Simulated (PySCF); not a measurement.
Orbital levels and atomic charges

System: C13H7NS3 (organic semiconductor), SMILES c1cc(-c2csc3c2sc2ccsc23)ccn1.

Cartesian coordinates (Å):
```
  1 C     4.169    0.955   -0.335
  2 C     2.968    1.199    0.307
  3 C     1.922    0.288    0.150
  4 C     0.631    0.502    0.796
  5 C     0.454    1.194    1.964
  6 S    -1.185    1.311    2.487
  7 C    -1.699    0.418    1.102
  8 C    -0.622    0.045    0.307
  9 S    -1.117   -0.838   -1.111
 10 C    -2.781   -0.699   -0.622
 11 C    -4.001   -1.134   -1.176
 12 C    -5.051   -0.765   -0.397
 13 S    -4.593    0.114    1.023
 14 C    -2.931   -0.006    0.575
 15 C     2.159   -0.829   -0.650
 16 C     3.403   -0.974   -1.240
 17 N     4.390   -0.106   -1.094
 18 H     4.998    1.644   -0.242
 19 H     2.837    2.089    0.902
 20 H     1.215    1.634    2.577
 21 H    -4.089   -1.685   -2.093
 22 H    -6.092   -0.952   -0.565
 23 H     1.395   -1.575   -0.800
 24 H     3.622   -1.830   -1.866
```

Method: CAM-B3LYP/6-31G*, gas phase, PySCF, fitting set def2-universal-JFIT up to Ne and JKFIT beyond, grid level 1.

Question: Give the orbital energies near the gap.

Answer: 
```json
{"orbital": "HOMO-4", "eV": "-8.71"}
{"orbital": "HOMO-3", "eV": "-8.59"}
{"orbital": "HOMO-2", "eV": "-8.46"}
{"orbital": "HOMO-1", "eV": "-7.54"}
{"orbital": "HOMO", "eV": "-7.05"}
{"orbital": "LUMO", "eV": "-0.27"}
{"orbital": "LUMO+1", "eV": "0.40"}
{"orbital": "LUMO+2", "eV": "0.95"}
{"orbital": "LUMO+3", "eV": "1.41"}
```

Question: Give the partial charges of the non-hydrogen atoms.

Answer: 
| atom | Mulliken | IAO | Hirshfeld |
| --- | --- | --- | --- |
| C1 | -0.01 | 0.00 | 0.02 |
| C2 | -0.18 | -0.18 | -0.05 |
| C3 | 0.12 | 0.03 | 0.02 |
| C4 | 0.11 | -0.02 | -0.01 |
| C5 | -0.39 | -0.30 | -0.07 |
| S6 | 0.27 | 0.33 | 0.08 |
| C7 | -0.14 | -0.16 | -0.04 |
| C8 | -0.17 | -0.16 | -0.04 |
| S9 | 0.24 | 0.28 | 0.06 |
| C10 | -0.12 | -0.15 | -0.03 |
| C11 | -0.11 | -0.17 | -0.06 |
| C12 | -0.34 | -0.29 | -0.07 |
| S13 | 0.26 | 0.32 | 0.07 |
| C14 | -0.15 | -0.17 | -0.04 |
| C15 | -0.19 | -0.18 | -0.05 |
| C16 | -0.01 | 0.01 | 0.03 |
| N17 | -0.32 | -0.28 | -0.18 |
